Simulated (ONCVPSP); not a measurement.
# Before and after: ONCV potential for Au

* Element: Au
* Generator: ONCVPSP 4.0.1
* Type: optimised norm-conserving Vanderbilt (ONCV)
* Functional: revPBE
* Relativity: scalar-relativistic
* Frozen core: [Kr] 4d10 4f14
* Valence charge: 19
* Reference configuration: 5s2 5p6 5d8 (charge +3)
* Partial waves: 5s: rc 1.55 bohr, ncon 4, nbas 7, qcut 5.8 1/bohr, 2 projectors, debl 1 Ha; 5p: rc 1.65 bohr, ncon 4, nbas 7, qcut 8.9 1/bohr, 2 projectors, debl 3.3 Ha; 5d: rc 2.05 bohr, ncon 4, nbas 9, qcut 6.2 1/bohr, 1 projector; f scattering state at 0.09 Ha: rc 2.05 bohr, ncon 3, nbas 6, qcut 5.2 1/bohr, 2 projectors, debl 0.7 Ha
* Local potential: polynomial inside 1.10 bohr (lpopt 5, dvloc0 6 Ha)
* Core correction: Teter function, fcfact 1.5, rcfact 1.65

In the s channel the program set the typed energies aside and used -5.312, 0.050 Ha. In the p channel the program set the typed energies aside and used -3.513, 0.250 Ha.

Change: d: rc 1.52.

Cutoffs: the cutoffs (Ha) at which the residual kinetic energy of the hardest occupied pseudo-wave falls to 1 and 0.1 mHa per electron; they do not see the model core or the augmentation charge, which bear on the density cutoff. Errors are all-electron minus pseudo energies relative to the spin-unpolarised reference configuration.

Problem. What does the change do?

Solution. The potential gets harder (21 Ha and 50 Ha → 21 Ha and 72 Ha); of the 4 tests that both files solve, the error grows in 2 and shrinks in 2 by more than 15 % and 0.3 meV (median size 11.9 → 11.8 meV); neither file shows a bound ghost. A smaller radius makes the pseudo-wave follow the all-electron one further in, where it bends more sharply, so more plane waves are needed.

```csv
quantity,base,changed
"cutoff, loose",21 Ha,21 Ha
"cutoff, tight",50 Ha,72 Ha
loose cutoff by channel,"s 18 Ha, p 21 Ha, d 16 Ha","s 18 Ha, p 21 Ha, d 20 Ha"
bound ghosts,none,none
GHOST(+) flags under 300 eV,s at 161.8 eV,s at 161.8 eV
"error for 5s2 5p6 5d10 6s1, meV [ΔE -64.20 eV]",+12,+23
"error for 5s2 5p6 5d10, meV [ΔE -54.92 eV]",+13,+9.8
"error for 5s2 5p6 5d9, meV [ΔE -33.80 eV]",+9.9,+6.8
"error for 5s2 5p6 5d10 6p1, meV [ΔE -58.98 eV]",+12,+14
s: phases at 1.58 bohr within 0.05 rad from the reference energy up to (Ha; the scan ends near 5),to the end of the scan,to the end of the scan
p: phases at 1.67 bohr within 0.05 rad from the reference energy up to (Ha; the scan ends near 5),to the end of the scan,to the end of the scan
f: phases at 2.09 bohr within 0.05 rad from the reference energy up to (Ha; the scan ends near 5),3.1,3.1
"rms error of d²Exc/dni dnj with the model core, mHa",1.90,1.68
```
